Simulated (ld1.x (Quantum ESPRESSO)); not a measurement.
**An all-electron radial function and its pseudo partner (iron)**

Columns: radius, all-electron u(r) and pseudo u(r) of the 3d shell (level -3.93 eV) of iron in the configuration [Ar] 3d7 4s1 4p0; PBE, non-relativistic, TM scheme, ld1.x (Quantum ESPRESSO) 7.5.

```json
{"r (bohr)": "0.195", "all-electron": "0.2549", "pseudo": "0.0843"}
{"r (bohr)": "0.390", "all-electron": "0.6557", "pseudo": "0.4709"}
{"r (bohr)": "0.585", "all-electron": "0.8509", "pseudo": "0.8732"}
{"r (bohr)": "0.780", "all-electron": "0.8769", "pseudo": "0.9643"}
{"r (bohr)": "0.975", "all-electron": "0.8214", "pseudo": "0.8582"}
{"r (bohr)": "1.170", "all-electron": "0.7388", "pseudo": "0.7425"}
{"r (bohr)": "1.365", "all-electron": "0.6533", "pseudo": "0.6534"}
{"r (bohr)": "1.560", "all-electron": "0.5741", "pseudo": "0.5741"}
{"r (bohr)": "1.755", "all-electron": "0.5039", "pseudo": "0.5039"}
{"r (bohr)": "1.950", "all-electron": "0.4427", "pseudo": "0.4427"}
{"r (bohr)": "2.145", "all-electron": "0.3897", "pseudo": "0.3897"}
{"r (bohr)": "2.340", "all-electron": "0.3439", "pseudo": "0.3439"}
{"r (bohr)": "2.535", "all-electron": "0.3041", "pseudo": "0.3041"}
{"r (bohr)": "2.730", "all-electron": "0.2694", "pseudo": "0.2694"}
{"r (bohr)": "2.925", "all-electron": "0.2391", "pseudo": "0.2391"}
{"r (bohr)": "3.120", "all-electron": "0.2124", "pseudo": "0.2124"}
{"r (bohr)": "3.315", "all-electron": "0.1890", "pseudo": "0.1890"}
{"r (bohr)": "3.510", "all-electron": "0.1682", "pseudo": "0.1682"}
{"r (bohr)": "3.705", "all-electron": "0.1499", "pseudo": "0.1499"}
{"r (bohr)": "3.900", "all-electron": "0.1337", "pseudo": "0.1337"}
{"r (bohr)": "4.095", "all-electron": "0.1193", "pseudo": "0.1193"}
{"r (bohr)": "4.290", "all-electron": "0.1065", "pseudo": "0.1065"}
{"r (bohr)": "4.485", "all-electron": "0.0951", "pseudo": "0.0951"}
{"r (bohr)": "4.680", "all-electron": "0.0850", "pseudo": "0.0850"}
{"r (bohr)": "4.875", "all-electron": "0.0760", "pseudo": "0.0760"}
{"r (bohr)": "5.070", "all-electron": "0.0680", "pseudo": "0.0680"}
```

(1) How many radial nodes do the two functions have?

(2) At about which radius was the pseudo-wave matched?

(3) Where does each function peak?

(4) Is the pseudo-wave norm-conserving?

Answers

(1) The all-electron 3d function has n − l − 1 = 0; the pseudo-wave has 0.

(2) 1.40 bohr, where the columns begin to agree (steps of 0.20 bohr).

(3) Outermost all-electron maximum near 0.78 bohr, pseudo maximum near 0.78 bohr (to the table’s step).

(4) Yes: the TM scheme keeps the norm inside the radius equal to the all-electron one, which fixes the energy derivative of the logarithmic derivative at the level.
